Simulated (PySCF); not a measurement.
**Ionisation energy of Te⁺ by level of theory**

Te⁺ [Kr] 4d10 5s2 5p3 (4S) → Te²⁺ [Kr] 4d10 5s2 5p2 (3P), as a difference of total energies. Computed with PySCF 2.14 in aug-cc-pwCVQZ-PP with ECP28MDF, with scalar relativity through the core potential. Correlated levels: valence: 4s2 4p6 4d10 frozen; valence and next inner shell: nothing frozen outside the core potential. The calculations carry no spin-orbit coupling.

```csv
method,ionisation energy (eV)
UHF,18.344
LC-wPBE,18.908
B2PLYP,18.707
r2SCAN0,19.038
MP2 (valence),18.822
SCS-MP2 (valence),18.693
MP2 (valence and next inner shell),19.063
SCS-MP2 (valence and next inner shell),18.870
```

Q: How much does correlation contribute at MP2 (valence and next inner shell)?

A: 19.063 − (18.344) = 0.719 eV, measured against UHF.

The reference lies between the lowest fine-structure levels, while these numbers refer to the centres of the terms.

For comparison: 18.6 ± 0.4 eV (measured; NIST Atomic Spectra Database, ionization energies).
